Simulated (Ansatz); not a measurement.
Vertical ionisation energy (eV) of eight silicon and germanium compounds: PBE beside CAM-B3LYP, computed with Ansatz (a quantum-chemistry and plane-wave program) for isolated molecules in the bases named; differences from unrounded values. The eight are the first of their class met in an unordered collection, after screening for sound electronic states; none was chosen by its value. Functionals give these values as differences of separate SCF runs (ΔSCF), EOM-CCSD as a root; each molecule has one DFT geometry for both levels.

```
molecule                                                      basis  CAM-B3LYP    PBE  difference
-------------------------------------------------------  ----------  ---------  -----  ----------
C3H8O2Si, SMILES O1C[SiH](C1)CO                           def2-SVPD       9.57   8.73       -0.84
C2H7NOSi, SMILES C(O)/C=N/[SiH3]                         def2-TZVPD       9.42   8.95       -0.47
Si(Cl)3(NH2) (Cl3H2NSi), SMILES N[Si](Cl)(Cl)Cl           def2-SVPD      10.81  10.07       -0.73
C2H8ClNSi2, SMILES C[Si@@H](/C=N/[SiH3])Cl                def2-SVPD       9.07   8.66       -0.41
C4H10Si, SMILES C(/C)=C\C[SiH3]                           def2-SVPD       8.82   8.61       -0.21
C₂H₅NO₂Si, SMILES O1CN=C[Si@H]1O                         def2-TZVPD       9.83   9.28       -0.55
disilanylformaldehyde (CH6OSi2), SMILES O=C[SiH2][SiH3]   def2-SVPD       9.43   9.04       -0.39
Ge(H)(OH)(NH2)2 (GeH₆N₂O), SMILES [NH2][GeH]([NH2])[OH]   def2-SVPD       9.80   9.07       -0.74
```

PBE lies below CAM-B3LYP in 8 and above it in 0 of the eight; the mean signed difference is -0.54 and the largest -0.84 eV.
